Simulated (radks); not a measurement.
Task: Coherent X-ray form factor from a spherical all-electron density. Calculated with a radial shooting solver on a logarithmic mesh with Libxc functionals: Dirac Kohn-Sham, LDA (Slater exchange, Perdew-Wang correlation), spin-unpolarised, spherical densities, point nucleus.

sin(theta)/lambda (1/angstrom)  f0 (electrons)
0.05                                    60.602
0.1                                     57.522
0.15                                    54.106
0.2                                     50.679
0.25                                    47.305
0.3                                     44.100
0.4                                     38.502
0.5                                     33.966
0.6                                     30.206
0.8                                     24.315
1                                       20.240
1.25                                    17.004
1.5                                     14.776
2                                       11.056

The species is in the configuration that NIST lists as its ground one. Which atom or ion scatters so?

Result: Neutral samarium, [Xe] 4f6 6s2. Extrapolating in s^2 from the first two rows gives f0(0) = 61.6, near the electron count 62; among species with that count, the fall with angle is slower the higher Z, and the table is that of Z = 62; from so few rows the species is fixed only to a neighbour or two.
